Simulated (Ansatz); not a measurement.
Two structures of GeH6SeS, singlet, reached by relaxing down either side of one saddle point (PBE0-D4/def2-TZVP). Energies are electronic, without zero-point energy. Program: Ansatz 0.2.0. Basis: def2-TZVPP and def2-QZVPP. Cores are frozen in the correlated methods. Filled d shells of the heavier atoms are correlated. The def2 sets are not built for correlating such inner shells, so the correlated values are less sure here. Extrapolation: Hartree–Fock as exp(−7.88 √X), correlation as X^−2.97. First:

```
9
angstrom
Ge -0.8177 0.2065 -1.1408
S 0.9294 1.4940 -0.6192
H -0.5229 -1.2496 -0.7568
H -1.9783 0.7754 -0.3211
H -1.1025 0.3114 -2.6472
H 0.8183 0.1737 1.7550
Se 0.1925 -0.6166 2.8286
H 1.8134 0.7742 -1.3294
H 0.6678 -1.8690 2.2309
```

Second:

```xyz
9
angstrom
Ge -1.2187 -0.5895 -0.4002
S 1.6136 2.2800 -0.0905
H -2.1771 -1.7580 -0.6741
H -1.9767 0.7394 -0.3511
H -0.1044 -0.5583 -1.4533
H 1.3388 1.2597 0.7458
Se -0.2739 -0.8290 1.7547
H 2.3197 1.4895 -0.9127
H 0.4786 -2.0337 1.3813
```

Problem. Which bonds change from the first to the second?

Solution. GeH₄S ([SH][GeH3]) + H₂Se → GeH₄Se ([GeH3][SeH]) + H₂S; bonds formed: Ge1–Se7, S2–H6; bonds broken: Ge1–S2, H6–Se7.

Problem. Give the saddle point's structure and its height above each. (An estimate is asked for; the value comes from the calculation.)

Solution. The calculation gives: 39.56 kcal/mol above the first and 42.91 kcal/mol above the second (CCSD(T) at an estimated basis limit (MP2 extrapolated from triple and quadruple zeta, plus CCSD(T) − MP2 in triple zeta)).
```
atom    x (Å)    y (Å)    z (Å)
 Ge1  -0.8974  -0.0826  -0.6590
  S2   1.0965   1.4775  -0.2820
  H3  -1.0478  -1.6143  -0.7185
  H4  -2.0925   0.7084  -0.1221
  H5  -0.7059   0.3059  -2.1528
  H6   0.9028   0.7917   1.0517
 Se7  -0.1029  -0.5520   1.9783
  H8   1.9714   0.5396  -0.6809
  H9   0.8756  -1.5741   1.5853
```

No T1 diagnostic of these runs exceeds 0.013.

Labels in which every atom is bracketed show which atoms are joined, not bond orders.

For scale, one of the runs: CCSD(T)/def2-TZVPP, 222 basis functions, launched by `ansatz run in.yaml --threads 8 --pin off --events-out ev --progress --plain --max-ram 19148MiB`. The run took 64 s on 8 CPU threads of a Oxide Virtual Turin-like (shared host), with 3.4 GiB of host memory at its peak.
